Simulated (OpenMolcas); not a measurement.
# Er III: effect of the level shift or regulariser

```
Program             : OpenMolcas
Basis               : ANO-R1 [7s5p3d2f]
Scalar Hamiltonian  : X2C, finite nucleus
Active space        : 12 electrons in 7 orbitals (4f)
State averaging     : 2S+1 = 3 even, 21 roots; 2S+1 = 1 even, 28 roots (27 in the spin-orbit step)
Spin-orbit coupling : state interaction with AMFI integrals over the reference wave functions, term energies averaged over their components
```

Methods on the same reference wave functions:
A. CASSCF
B. SS-CASPT2, IPEA 0.25 Eh, imaginary shift 0.1 Eh (closed shells correlated: 5s 5p)
C. SS-CASPT2, IPEA 0.25 Eh, real shift 0.2 Eh (closed shells correlated: 5s 5p)

Energies in cm⁻¹ above 4f¹² ³H₆, the measured ground level; measured values from Martin, Zalubas and Hagan, Atomic Energy Levels: The Rare-Earth Elements, NSRDS-NBS 60 (1978); the list in Deprince et al., Eur. Phys. J. D 78, 105 (2024).

```
          Level      A      B      C  Measured
       4f¹² ³H₆    0.0    0.0    0.0       0.0
4f¹² ³F₄ [51 %]   6281   5730   5740          
       4f¹² ³H₅   7035   7050   7050      6970
4f¹² ³H₄ [60 %]  11514  11190  11190     10785
       4f¹² ³F₃  14418  13340  13350     12473
       4f¹² ³F₂  15776  14570  14580     13220
4f¹² ¹G₄ [60 %]  19042  19010  19010     18384
4f¹² ¹D₂ [60 %]  31252  29060  29080          
       4f¹² ¹I₆  37582  35750  35760          
       4f¹² ³P₁  41486  38370  38380          
4f¹² ³P₂ [71 %]  41878  39070  39080          
       4f¹² ³P₀  42624  39510  39520
```

Deviations, from unrounded energies. A percentage is the sum of absolute deviations over the sum of measured energies, with the sign that they share, or ± where signs differ.

```json
{"Against measurement": "mean absolute deviation (cm-1)", "Levels": "5", "A": "1200", "B": "660", "C": "670"}
{"Against measurement": "fine structure of the ground term (%)", "Levels": "2", "A": "+4.5", "B": "+2.7", "C": "+2.7"}
{"Against measurement": "other terms of the ground configuration (%)", "Levels": "3", "A": "+11.7", "B": "+6.4", "C": "+6.5"}
```

B, C lie about equally close to measurement and A furthest from it. The largest miss of B in the table is 4f¹² ³F₂, by +1300 cm-1. The ranking rests on the paired levels alone, and a cruder setting can come out closer through cancelling errors.

Between B and C the level of the table that moves most is 4f¹² ³P₁, by 13 cm-1 (lowest in B, highest in C). Moves below CASPT2's spread within the term are not significant.

The two smallest mean deviations differ by little beside CASPT2's spread within terms, so their order carries little weight.

From A to B the spin-free energies of the other terms of 4f¹² shown, above ³H, scale by factors of 0.85 to 1.02.

The lowest spin-free term lies below A's lowest term by 0.552 hartree in B, 0.551 hartree in C.

CASPT2 does not keep the components of a term degenerate, so their means are used; among the terms shown or strongly mixed into the levels shown the widest spread is 700 cm-1 (4f¹² ¹I, B). Some high roots are left out of the spin-orbit mixing, which shifts the levels that they would mix with. Without dynamic correlation excited terms often stand tens of per cent too high (terms of higher spin than the ground term too low), and those without a measured partner can miss by more than the paired ones (holds for A). Measured partners are found by configuration, term and J. A level has none where our copy of the source lacks it or the pairing is in doubt (some pairs that miss far off the trend of their configuration count as doubtful), and it then counts in no deviation. Only configurations of the active space appear.

A share in square brackets marks a mixed level and gives the weight of the term that names it, the lowest over the columns.
